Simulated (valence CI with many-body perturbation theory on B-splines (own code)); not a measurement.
**F4+: calculated level list**

Computed by configuration interaction combined with many-body perturbation theory (CI+MBPT): three valence electrons over a frozen Dirac-Fock core [He], radial functions for each j: 11 s, 11 p, 9 d, 7 f, 5 g, 2 h, 1 i, with the one-electron correlation potential Σ1, the two-electron term Σ2, the three-electron term Σ3, Breit, model QED; selected CI, second order for the rest, scaled by the run's own slope (own B-spline code, finite nucleus).

Set against measurement, 24 paired levels are off by 90 cm⁻¹ on average, the worst by 220. These come from a selection out of Moore, Atomic Energy Levels, vol. I, NSRDS-NBS 35 (1971 reprint of NBS Circular 467, 1949), an old analysis. Levels without a partner in it may be off by more.

Levels 46 to 69 of 69, with energies above the lowest level, 2s2.2p 2P°_1/2. "Leading %" is the weight of the configuration and term that name the level; weights of strongly mixed levels are sums over their largest components and can fall short. In the jj column 3d3/2^4 stands for four electrons in 3d with j = 3/2. Lifetimes count E1, E2, E3, M1 and M2 decay at the calculated energies, and are blank where another channel may lead or the interval is too uncertain; long ones can be off by a factor of two.

```
No.  Configuration  Term    J  E (eV)  Leading %             Leading jj      g  Lifetime
 46       2s.2p.3d   4D°  7/2  86.502         97  2s 2p3/2 3d5/2 (69 %)  1.429   8.51 ps
 47       2s.2p.3d   2D°  3/2  86.692         97  2s 2p3/2 3d5/2 (47 %)  0.800   23.2 ps
 48       2s.2p.3d   2D°  5/2  86.704         97  2s 2p3/2 3d3/2 (34 %)  1.202   23.2 ps
 49       2s.2p.3d   4P°  5/2  87.106         97  2s 2p3/2 3d5/2 (47 %)  1.599   15.5 ps
 50       2s.2p.3d   4P°  3/2  87.131         97  2s 2p3/2 3d3/2 (48 %)  1.733   15.5 ps
 51       2s.2p.3d   4P°  1/2  87.148         98  2s 2p3/2 3d3/2 (84 %)  2.668   15.5 ps
 52       2s.2p.3s   2P°  3/2  88.375         77     2s 2p3/2 3s (53 %)  1.334   22.4 ps
 53         2s2.4s    2S  1/2  88.375         88         2s^2 4s (88 %)  2.002   59.0 ps
 54       2s.2p.3d   2F°  5/2  88.376         98  2s 2p1/2 3d5/2 (52 %)  0.857   13.9 ps
 55       2s.2p.3s   2P°  1/2  88.378         79     2s 2p3/2 3s (51 %)  0.666   23.0 ps
 56       2s.2p.3d   2F°  7/2  88.433         98  2s 2p3/2 3d3/2 (52 %)  1.143   13.8 ps
 57       2s.2p.3d   2P°  3/2  89.078         81  2s 2p3/2 3d5/2 (34 %)  1.334   28.9 ps
 58       2s.2p.3d   2P°  1/2  89.105         83  2s 2p3/2 3d5/2 (67 %)  0.666   27.8 ps
 59         2s2.4p   2P°  1/2  90.658         89      2s^2 4p1/2 (89 %)  0.666    387 ps
 60         2s2.4p   2P°  3/2  90.666         89      2s^2 4p3/2 (89 %)  1.334    392 ps
 61         2s2.4d    2D  3/2  92.237         92      2s^2 4d3/2 (92 %)  0.799   30.3 ps
 62         2s2.4d    2D  5/2  92.238         92      2s^2 4d5/2 (92 %)  1.200   30.3 ps
 63         2s2.4f   2F°  5/2  92.565         87      2s^2 4f5/2 (87 %)  0.857   92.5 ps
 64         2s2.4f   2F°  7/2  92.566         87      2s^2 4f7/2 (87 %)  1.143   93.4 ps
 65       2s.2p.3p    2D  3/2  93.175         91  2s 2p3/2 3p1/2 (55 %)  0.800    220 ps
 66       2s.2p.3p    2D  5/2  93.181         91  2s 2p3/2 3p3/2 (57 %)  1.200    218 ps
 67       2s.2p.3p    2P  1/2  93.438         90  2s 2p3/2 3p1/2 (41 %)  0.666   61.7 ps
 68       2s.2p.3p    2P  3/2  93.453         90  2s 2p3/2 3p3/2 (51 %)  1.334   61.5 ps
 69       2s.2p.3p    2S  1/2  94.298         82  2s 2p3/2 3p3/2 (42 %)  2.002   88.0 ps
```
